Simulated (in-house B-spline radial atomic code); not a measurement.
Values are calculated unless marked as measured or tabulated.
# N in an electron gas of r_s = 2.67: phase shifts, screening, friction and resistivity

A nucleus sits in a uniform electron gas with a rigid positive background. The Kohn-Sham equations are solved self-consistently in the spin-unpolarised LDA (PW92), non-relativistic, on B-splines with outgoing waves at the boundary and partial waves to l = 8. The model has no lattice, no bands and no magnetic solution. Atomic units; δ_l are the phase shifts at the Fermi level, counted so that each bound state adds π, and good to about 0.0005.

The density parameter is r_s = 2.67 bohr, near that of the valence electrons of Cu (1 per atom, density 8.96 g/cm³, mass 63.55 u, which gives r_s = 2.67).

| l | δ_l (rad) |
| --- | --- |
| 0 | 4.8505 |
| 1 | 2.0395 |
| 2 | -0.0002 |
| 3 | 0.0035 |
| 4 | 0.0007 |
| 5 | 0.0002 |
| 6 | 0.0001 |
| 7 | 0.0002 |
| 8 | 0.0002 |

Bound levels below the band bottom (hartree): s -13.43, s -0.2319.

(1) Check the Friedel sum rule, and say where the screening charge sits.

(2) Find the transport cross section and the electronic stopping of a 1 keV N ion (mass 14.01 u).

(3) What residual resistivity would 1 atomic per cent of such centres give in Cu?

(4) On a substitutional site the background of one host ion, a sphere holding 1 charge, is taken out. The phase shifts for l = 0 to 4 become 4.7291, 1.7138, -0.0715, -0.0107, -0.0010. What follows?

## Answers

(1) k_F = (9π/4)^(1/3)/r_s = 0.71879. The rule is Z = (2/π) Σ (2l + 1) δ_l. The terms are s 3.088, p 3.895, d -0.001, f 0.016 and 0.010 beyond, in all 7.008 against Z = 7. Bound states hold 4 s, 0 p, 0 d electrons, so the scattering states carry 3.01 in all; where a term is smaller than its bound count, the bound level has drawn weight out of the band.

(2) σ_tr = (4π/k_F²) Σ (l + 1) sin²(δ_l − δ_(l+1)). The terms for l = 0 to 3 are 0.1054, 1.5916, 0.0000, 0.0000, all together 1.6970, so σ_tr = 24.323 × 1.6970 = 41.275 bohr². With n = 3/(4π r_s³) = 0.01254, the friction coefficient is Q = n k_F σ_tr = 0.3721. For v well below v_F = 0.719, dE/dx = Q v; with 24801 eV per u at v = 1, v = √(1000/(24801 × 14.01)) = 0.0536, so dE/dx = 0.01996 hartree/bohr = 10.3 eV/nm. The largest term couples the p and d waves.

(3) Δρ = k_F n_i σ_tr/n in atomic units of 21.74 μΩ·cm. With one host atom per 1 electron, n_i/n = 0.01/1, so Δρ = 0.7188 × 0.01000 × 41.275 × 21.74 = 6.45 μΩ·cm. This is an atom added to the gas, as on an interstitial site.

(4) The Friedel sum is now 6.01, for Z − 1 = 6. The sum in σ_tr is 1.9367, so σ_tr = 47.11 bohr² and Δρ = 7.36 μΩ·cm per atomic per cent, 1.14 times the value above. A real host ion scatters too, so this model doesn't give zero even for the host's own atom.
